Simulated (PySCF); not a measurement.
**Arsenic: highly charged ions in a basis for the neutral atom**

As²²⁺ [Ne] 3s1, As²³⁺ [Ne]. All numbers are calculated (PySCF 2.14, the spin-free X2C one-electron Hamiltonian (Gaussian nucleus), in x2c-TZVPall (6s5p4d1f, 48 functions)). No spin-orbit coupling, so a gap to NIST mixes the basis error with missing relativistic terms.

Changed run: basis of the neutral atom used for a highly charged ion. This setting is unsound on purpose.

```csv
species,method,sound run (hartree),changed run (hartree),converged
As²²⁺,UHF,not run,-1962.75972,yes
As²²⁺,PBE0,not run,-1962.95167,yes
As²²⁺,PBE,not run,-1962.86721,yes
As²³⁺,UHF,not run,-1927.69679,yes
As²³⁺,PBE0,not run,-1927.79850,yes
As²³⁺,PBE,not run,-1927.68883,yes
```

Ionisation energy of As²²⁺:

```
method  changed run (eV)  NIST (eV)
   UHF            954.11     956.79
  PBE0            956.57     956.79
   PBE            957.25     956.79
```

The contracted functions were made for the neutral atom and can be too rigid for a highly charged ion.
